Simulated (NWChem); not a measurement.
System: ZnF cation; SMILES [Zn+][F]

Here is an NWChem input.

```
start job
memory heap 200 mb stack 900 mb global 1100 mb
charge 1
geometry units angstroms noautoz
  Zn     0.000000     0.000000    -0.392321
  F      0.000000     0.000000     1.326688
end
basis spherical
  Zn library 6-31g*
  F library 6-31g*
end
dft
  xc slater vwn_5
  iterations 150
  mulliken
end
task dft energy
```

The geometry was optimised at PBE0/def2-SVP.

Give the results of this calculation. (LDA (Slater exchange, VWN5)/6-31G* (spherical d).) Quantities: energy (Ha); highest occupied level (eV); orbital gap (eV).


```
Quantity                       Result
---------------------------  --------
energy (Ha)                  -1875.01
highest occupied level (eV)    -14.99
orbital gap (eV)                 2.40
```
